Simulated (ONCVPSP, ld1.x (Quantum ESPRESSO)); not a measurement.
**Potentials for manganese compared**

Generated with ld1.x 7.5 (TM, RRKJ, ultrasoft, PAW), atompaw 4.2 or ONCVPSP 4.0.1. The cutoff is in Ry: for ld1.x and atompaw files where the sum of valence levels is converged to 10 mRy in a Bessel basis, for ONCV files where the hardest occupied wave has 1 mHa per electron of residual kinetic energy. The error is the largest all-electron minus pseudo excitation energy over each file’s own four to seven test configurations (ionisations up to +4, promotions, holes and added fractions of an electron), all of which were solved. The labels leave out finer settings (local radius, basis sizes, second energies), which also bear on the numbers. Spin-polarised tests are not counted. The rows are a selection from randomly drawn settings: files with unsolved tests, undetermined cutoffs or missed reference levels are left out.

A true bound ghost makes a file unfit for plane-wave use even where its test errors are small: the radial tests pick states by their node count and pass the ghost by.

```csv
potential,cutoff (Ry),largest error (meV),bound ghosts
"ONCV, LDA (Perdew-Wang 92), scalar-relativistic, rc 2.30/3.65/1.85 (spd), local smoothed, core correction yes, reference 3d5 4s1 4p1, qcut 2.6/2/10.3, projectors 2/1/2",69,-13,none
"ONCV, PBE, scalar-relativistic, rc 1.70/1.40/1.30 (spd), local smoothed, core correction yes, reference 3s2 3p6 3d6 4s1, qcut 6.7/9.5/12, projectors 2/1/2",109,+6.9,none
"ONCV, LDA (Perdew-Wang 92), scalar-relativistic, rc 1.50/1.00/1.80 (spd), local smoothed, core correction yes, reference 3s2 3p6 3d5 4s2, qcut 6.1/9.3/7.1, projectors 2/1/2",56,+139,none
"ONCV, PBE, scalar-relativistic, rc 1.15/1.45/1.00 (spd), local smoothed, core correction no, reference 3s2 3p6 3d5, qcut 10.6/11.5/11.2, projectors 3/3/3",208,-17,none
"ONCV, PBEsol, scalar-relativistic, rc 0.80/1.10/1.85 (spd), local smoothed, core correction yes, reference 3s2 3p6 3d5, qcut 6.7/10.3/6.8, projectors 2/1/2",702,+173,none
"TM, BLYP, scalar-relativistic, rc 2.15/0.75/1.80 (spd), local d, core correction yes, reference 3p6 3d5 4s0 4p0",120,-493,s
```

**Question.** Fill in the row for Mn: ONCV, PBE, scalar-relativistic, rc 2.75/1.05/1.80/2.45 (spdf), local smoothed, core correction yes, reference 3p6 3d5 4s2, qcut 2/13.1/8/4.4, projectors 2/2/2/1.

**Answer.** cutoff 94 Ry, largest error -46 meV, bound ghosts: s.

**Question.** Fill in the row for Mn: ONCV, LDA (Perdew-Zunger), fully relativistic, rc 1.25/1.35/1.45 (spd), local smoothed, core correction no, reference 3s2 3p6 3d5 4s1, qcut 11.1/7.9/12.9, projectors 2/2/2.

**Answer.** cutoff 109 Ry, largest error +29 meV, bound ghosts: none.
